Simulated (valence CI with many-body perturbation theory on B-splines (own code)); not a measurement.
## Os5+ in brief

Level of theory: configuration interaction combined with many-body perturbation theory (CI+MBPT): three valence electrons over a frozen Dirac-Fock core [Xe] 4f14, a basis of 7 s, 7 p, 8 d, 6 f, 4 g, 1 h functions for each j, with the one-electron correlation potential Σ1, the two-electron term Σ2, the three-electron term Σ3, Breit, model QED; selected CI, second order for the rest, scaled by the run's own slope (own B-spline code, finite nucleus).

Against 32 measured levels this calculation errs by 1065 cm⁻¹ on average and by 2265 at most. Only levels of the ground parity were solved; by the run's estimate the other parity begins above the list, which can be wrong where configurations are misplaced.

Names give the largest LS component (configuration and term), which can be under half, so a name can repeat, a term be missing and a line seem to break the LS rules; names also repeat where a configuration has a term twice.

Rates and lifetimes use the calculated energies. Strong lines usually hold to 10 to 20 %, long lifetimes can be off by a factor of two.

What is the ground level?

5d3 4F_3/2, composition 83 % 5d3 4F + 14 % 5d3 2D, g = 0.482.

How well does LS coupling describe the low levels?

Among the lowest 20 levels the leading LS term, summed over configurations, holds 77 % on average. For single configurations the figures are 77 % in LS and 76 % in jj coupling. Terms mix most in the J = 3/2 level at 28474 cm⁻¹, where the leading one holds 45 %.

What is the ionisation energy?

70.753 eV; NIST lists 70.1 ± 2 eV (theoretical).
